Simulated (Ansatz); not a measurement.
Job for Ansatz (a first-principles code): R-PBE0/def2-TZVPP on CrPb, 2S+1 = 1, a spin state set in the input, which need not be the lowest. Elements past Kr take the def2 small-core potentials; no spin–orbit coupling.

Ansatz 0.2 input:
```yaml
crystal:
  periodic: [false, false, false]
  atoms:
    - {symbol: Cr, position_ang: [0.00000000, 0.00000000, 0.00000000]}
    - {symbol: Pb, position_ang: [0.00000000, 0.00000000, 2.70700000]}
basis:
  gaussian:
    orbitals: def2-TZVPP
hamiltonian:
  xc: {name: PBE0}
relax: {f_tol: 0.002, max_steps: 120}
```

Problem. Give the final energy of this run.

Solution. -1236.9458 hartree.

Problem. How many basis functions does it have, and what does it roughly cost on one machine?

Solution. 114 functions; around 60 core-seconds (rough).
